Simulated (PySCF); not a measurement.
## Spin-rotation constants: SMILES CN(C)[SiH2]NC=O, C₃H₁₀N₂OSi

Molfile (atoms numbered from 1):
```
C3H10N2OSi
     RDKit          3D

 17 16  0  0  0  0  0  0  0  0999 V2000
   -1.1384   -1.4389   -0.1041 C   0  0  0  0  0  0  0  0  0  0  0  0
   -0.9270   -0.0096   -0.1308 N   0  0  0  0  0  0  0  0  0  0  0  0
   -2.1725    0.7079   -0.0311 C   0  0  0  0  0  0  0  0  0  0  0  0
    0.5163    0.7197    0.4589 Si  0  0  0  0  0  4  0  0  0  0  0  0
    1.7808   -0.1536   -0.3940 N   0  0  0  0  0  0  0  0  0  0  0  0
    3.0306    0.2634   -0.1644 C   0  0  0  0  0  0  0  0  0  0  0  0
    3.2866    1.1570    0.6045 O   0  0  0  0  0  0  0  0  0  0  0  0
   -1.6767   -1.7487    0.7996 H   0  0  0  0  0  0  0  0  0  0  0  0
   -0.1861   -1.9615   -0.1284 H   0  0  0  0  0  0  0  0  0  0  0  0
   -1.7323   -1.7415   -0.9720 H   0  0  0  0  0  0  0  0  0  0  0  0
   -2.6769    0.5141    0.9227 H   0  0  0  0  0  0  0  0  0  0  0  0
   -2.8412    0.4002   -0.8386 H   0  0  0  0  0  0  0  0  0  0  0  0
   -1.9889    1.7744   -0.1118 H   0  0  0  0  0  0  0  0  0  0  0  0
    0.7878    0.5700    1.8911 H   0  0  0  0  0  0  0  0  0  0  0  0
    0.4914    2.1030    0.0026 H   0  0  0  0  0  0  0  0  0  0  0  0
    1.6252   -0.8680   -1.0853 H   0  0  0  0  0  0  0  0  0  0  0  0
    3.8143   -0.2758   -0.7290 H   0  0  0  0  0  0  0  0  0  0  0  0
  1  2  1  0
  2  3  1  0
  2  4  1  0
  4  5  1  0
  5  6  1  0
  6  7  2  0
  1  8  1  0
  1  9  1  0
  1 10  1  0
  3 11  1  0
  3 12  1  0
  3 13  1  0
  4 14  1  0
  4 15  1  0
  5 16  1  0
  6 17  1  0
M  END
```

The calculation used GIAO CAM-B3LYP/pcSseg-1 magnetisability, rotational g tensor and spin-rotation constants, non-relativistic, gas phase (PySCF). Geometry: GFN2-xTB.

Problem. Give the nuclear spin-rotation constants along the inertial axes (H = +C I·J) beside the isotropic shieldings.

Solution. Rotational constants 5.5790, 1.1349, 0.9969 GHz. A star marks the isotopologue with that one atom substituted, in its own axes.
| atom | isotope | Caa (kHz) | Cbb (kHz) | Ccc (kHz) | mean (kHz) | σ (ppm) |
| --- | --- | --- | --- | --- | --- | --- |
| N2 | 14N | 0.179 | 0.035 | 0.036 | 0.083 | 251.3 |
| N5 | 14N | 0.260 | 0.141 | 0.079 | 0.160 | 136.6 |
| H8 | 1H | -0.380 | -0.120 | -0.006 | -0.169 | 29.4 |
| H9 | 1H | -0.074 | -0.061 | -0.112 | -0.082 | 29.1 |
| H10 | 1H | -0.249 | -0.093 | -0.051 | -0.131 | 29.2 |
| H11 | 1H | -0.435 | -0.112 | -0.001 | -0.183 | 29.3 |
| H12 | 1H | -0.214 | -0.089 | -0.060 | -0.121 | 29.2 |
| H13 | 1H | -0.462 | -0.001 | -0.089 | -0.184 | 28.9 |
| H14 | 1H | -0.463 | -0.093 | 0.044 | -0.171 | 26.6 |
| H15 | 1H | -0.466 | 0.003 | -0.045 | -0.170 | 26.9 |
| H16 | 1H | -0.572 | 0.031 | -0.107 | -0.216 | 27.5 |
| H17 | 1H | -0.107 | 0.010 | -0.068 | -0.055 | 23.4 |
| C1 | 13C* | 1.127 | 0.162 | 0.181 | 0.490 | 145.2 |
| Si4 | 29Si* | -3.150 | -0.711 | -0.614 | -1.492 | 375.8 |
| C6 | 13C* | 2.721 | 0.431 | 0.257 | 1.136 | 13.1 |
| O7 | 17O* | -3.193 | -0.605 | -0.146 | -1.315 | -114.0 |

For the geometry as given, no vibrational averaging.

Problem. How do the rotational constants and the g tensor change when H8, H9, H10, H11, H12, H13, H14, H15, H16, H17 are replaced by deuterium?

Solution. Constants 4.2168, 1.0019, 0.8721 GHz; g -0.0445, -0.0152, -0.0095, against -0.0584, -0.0171, -0.0105 before.
